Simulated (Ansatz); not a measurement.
`[F][AlH][CH2][SiH3]` + `CCCC1CCCCC1` → `[CH3][Al]([F])[CH2][SiH3]` + `CCC1CCCCC1`  (formal exchange of groups at the Al–H bond)

Computed with Ansatz on PBE0-D4/def2-TZVP structures; ΔE is electronic, products minus reactants. CCSD(T)/CBS is the MP2 limit (def2-TZVPP, def2-QZVPP) plus CCSD(T) − MP2 in def2-TZVPP, frozen cores. One conformer a species, not always the lowest.

| species | SCS-MP2/def2-QZVPP energy (Eh) |
| --- | --- |
| `[F][AlH][CH2][SiH3]` | -672.53755 |
| `CCCC1CCCCC1` | -353.12856 |
| `[CH3][Al]([F])[CH2][SiH3]` | -711.79165 |
| `CCC1CCCCC1` | -313.89429 |

**Question.** Work out ΔE.

**Answer.** ΔE = (-711.79165) + (-313.89429) − (-672.53755) − (-353.12856) = -0.01983 Eh = -0.54 eV. CCSD(T)/CBS gives -0.56 eV.

Largest T1 diagnostic among the species: 0.012.

The D4 term adds +0.05 eV with B3LYP and +0.03 eV with PBE0; it sums over pairs of atoms, weighted by their polarisabilities, and B3LYP, whose exchange is more repulsive, gets the larger term.

B3LYP here is the variant with VWN-RPA as its local correlation; programs differ in this.
